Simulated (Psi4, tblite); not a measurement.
Two rigid molecules brought together: N2 ··· BCl3 (SMILES N#N and ClB(Cl)Cl), singlet. Monomers: optimised at B3LYP-D3(BJ) (def2-TZVP), held rigid. Orientation: a random orientation, not optimised. R is the distance of the centres of mass, along which the second monomer moves.

Geometry at R = 4.60 Å (first 2 atoms: monomer A):
```
6

N      0.5455     0.0000     0.0000
N     -0.5455     0.0000     0.0000
Cl    -2.8658    -1.0761    -2.3451
B     -3.0162     0.2555    -3.4631
Cl    -3.7017    -0.0081    -5.0463
Cl    -2.4850     1.8512    -2.9968
```

Computed with: HF/aug-cc-pVDZ, counterpoise-corrected (Psi4); GFN2-xTB (tblite); MP2/aug-cc-pVDZ = DF-MP2/aug-cc-pVDZ, frozen core, counterpoise-corrected (Psi4); SAPT0/jun-cc-pVDZ, frozen core (Psi4).

Interaction energies in kcal/mol:

```
R / Å  HF/aug-cc-pVDZ  GFN2-xTB  MP2/aug-cc-pVDZ
-----  --------------  --------  ---------------
4.03             4.19     -0.51             1.75
4.18             2.69     -0.64             0.72
4.38             1.47     -0.68             0.00
4.60             0.75     -0.64            -0.32
4.78             0.44     -0.57            -0.39
4.96             0.26     -0.50            -0.39
5.27             0.11     -0.38            -0.32
5.62             0.04     -0.27            -0.23
6.07             0.02     -0.17            -0.15
6.81             0.01     -0.08            -0.07
7.81             0.00     -0.03            -0.03
9.08             0.00     -0.01            -0.01
```

Q: What does SAPT0/jun-cc-pVDZ give at the same points?

A: 4.03: 2.09; 4.18: 1.06; 4.38: 0.31; 4.60: -0.05; 4.78: -0.16; 4.96: -0.20; 5.27: -0.19; 5.62: -0.15; 6.07: -0.09; 6.81: -0.04; 7.81: -0.02; 9.08: -0.01 (kcal/mol).
